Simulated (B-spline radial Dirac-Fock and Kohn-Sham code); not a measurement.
**Anomalous scattering factors of Cd, 610.6 eV to 1.862 keV**

Method: the dispersion relation over Dirac-Hartree-Slater subshell photoionisation cross sections, with the Kissel-Pratt high-energy constant (isolated atom, no bound-bound lines or fine structure). Computed with an atomic code on a B-spline grid. The forward scattering factor is f₀ + f′ + i f″.

Edges near this range: M1 772.0 eV, M2 652.6 eV, M3 618.4 eV.

```tsv
hν (eV)	λ (Å)	f′ (e)	f″ (e)	tabulated f′	tabulated f″
610.6	20.31	-25.560	25.074	–	23.80
721.6	17.18	-17.854	26.009	–	25.31
933.3	13.28	-10.309	21.015	–	20.41
993.3	12.48	-9.159	19.584	–	19.09
1000	12.40	?	?	?	?
1253.6	9.890	-6.488	14.750	-6.39	14.11
1381	8.978	-5.908	13.019	-5.86	12.37
1431	8.664	-5.752	12.425	-5.67	11.78
1486.9	8.338	-5.614	11.809	-5.56	11.18
1597	7.764	-5.434	10.725	-5.39	10.14
1843	6.727	-5.338	8.796	-5.32	8.23
1862	6.659	-5.343	8.670	-5.32	8.11
```

Problem. What are f′ and f″ at 1000 eV?

Solution. f′ = -9.049 and f″ = 19.433 electrons (tables: -8.98 and 18.95). By the optical theorem f″ corresponds to a photoabsorption cross section 2 rₑ λ f″ = 1.36e+06 b.

Tabulated f′: xraylib 4.2 anomalous scattering factors (Cullen et al., EPDL97); f″: Chantler's tables (J. Phys. Chem. Ref. Data 1995 and 2000). Both are theoretical tables.
